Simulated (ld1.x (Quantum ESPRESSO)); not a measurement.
**Varying the TM potential for nitrogen**

Base potential:

```json
{
 "Element": "nitrogen (N)",
 "Generator": "ld1.x (Quantum ESPRESSO) 7.5",
 "Type": "norm-conserving Troullier–Martins (Kleinman–Bylander form)",
 "Functional": "PBE",
 "Relativity": "non-relativistic",
 "Frozen core": "[He]",
 "Valence charge": "5",
 "Reference configuration": "2s2 2p3",
 "Partial waves": "2s (bound): rc 0.65 bohr; 2p (bound): rc 1.20 bohr",
 "Local potential": "the p channel",
 "Core correction": "none"
}
```

All-electron outer shells of the reference configuration (PBE, non-relativistic, ld1.x):

```tsv
shell	level (eV)	outermost node (bohr)	outermost maximum (bohr)
2s	-18.56	0.32	1.02
2p	-7.10	–	0.98
```

Cutoffs, loose and tight: the cutoffs (Ry, on a coarse ladder) from which the occupation-weighted sum of valence levels, in a spherical-Bessel basis at the reference potential, stays within 10 and 1 mRy of its value at 400 Ry. They do not see the model core or the augmentation charge, which bear on the density cutoff. Test errors are all-electron minus pseudo excitation energies from the reference, over the configurations 2s2 2p2; 2s2 2p1; 2s2 2p0; 2s1 2p0; 2s2 2p2.5; 2s0 2p5; 2s2 2p3.3. A dash means not determined; rows that change the core or the reference have their own tests.

Cutoffs are not given where the Bessel-basis levels miss the radial ones by over 6 mRy, ghosts where they miss by over 20 mRy; a channel whose overlap is not positive is not tested.

```tsv
change	outcome	cutoff, loose	cutoff, tight	bound ghosts	largest test error (meV)
base	generated	160 Ry	over 300 Ry	none	+790
all radii scaled by about 0.77 (s 0.50, p 0.92 bohr)	generated	–	–	not determined	+762
all radii scaled by about 0.85 (s 0.56, p 1.02 bohr)	generated	260 Ry	300 Ry	none	+807
all radii scaled by about 0.95 (s 0.62, p 1.14 bohr)	generated	200 Ry	over 300 Ry	none	+787
all radii scaled by about 1.05 (s 0.68, p 1.26 bohr)	generated	160 Ry	over 300 Ry	none	+832
all radii scaled by about 1.11 (s 0.72, p 1.34 bohr)	generated	120 Ry	260 Ry	none	+916
all radii scaled by about 1.30 (s 0.84, p 1.56 bohr)	generated	55 Ry	140 Ry	none	+1260
all radii scaled by about 1.41 (s 0.92, p 1.68 bohr)	generated	55 Ry	140 Ry	none	+1562
```

(1) What comes out with this change to the base: all radii scaled by about 1.22 (s 0.80, p 1.46 bohr)?

## Answers

(1) outcome: generated; cutoff, loose: 60 Ry; cutoff, tight: 140 Ry; bound ghosts: none; largest test error (meV): +1048.

Reading the sweep of the scale of all radii (base = 1) (base included, trends over the rows without a ghost): The loose cutoff falls from 260 Ry at 0.85 to 55 Ry at 1.41. A larger radius leaves more room for a smooth pseudo-wave, so fewer plane waves are needed; a smaller one forces it to follow the all-electron wave where it bends sharply. The median size of the test errors (rows with all tests solved) falls from 124.6 meV at 0.85 to 11.8 meV at 1.41, with one reversal. This runs against the usual rule that a larger radius transfers worse; these runs do not show why.
